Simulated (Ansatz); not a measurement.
Reactions of `C=NC[SeH]`.

Gas-phase electronic energies from Ansatz, PBE0-D4/def2-TZVP geometries. CCSD(T)/CBS adds triple-zeta CCSD(T) − MP2 to the extrapolated MP2 energy (def2 sets, frozen cores). This one scheme is used for every species. def2 core potentials past Kr. For Se, Sn outer-core shells are correlated without core-valence functions, which leaves a few kJ/mol of doubt a bond. Scalar relativity is left out up to krypton. One conformer a species, not always the lowest.

Order these by ΔE at CCSD(T)/CBS, lowest first. (Estimate.)
A. `C=NC[SeH]` + `[NH2][Sn]([F])([F])[F]` → `[NH2][Sn]([F])([F])[SeH]` + `C=NCF`
B. `C=NC[SeH]` + `O[SiH3]` → `C=NCO[SiH3]` + H₂Se
C. `C=NC[SeH]` + `OPO` → `OP(O)[SeH]` + `C=NC`
D. `C=NC[SeH]` + H₂O → `OC[SeH]` + `C=N`
E. `C=NC[SeH]` + H₂ → H₂Se + `C=NC`
F. `C=NC[SeH]` → `C[Se]C=N`
G. `C=NC[SeH]` + `[OH][SnH3]` → `[OH][SnH2][SeH]` + `C=NC`
H. `C=NC[SeH]` + `CO[SiH3]` → `CO[SiH2][SeH]` + `C=NC`

G (-32.9 kcal/mol), H (-26.9 kcal/mol), C (-17.4 kcal/mol), E (-15.2 kcal/mol), F (-8.4 kcal/mol), A (-5.1 kcal/mol), B (+5.4 kcal/mol), D (+8.9 kcal/mol).

Largest T1 diagnostic: 0.014, for `[NH2][Sn]([F])([F])[F]`.
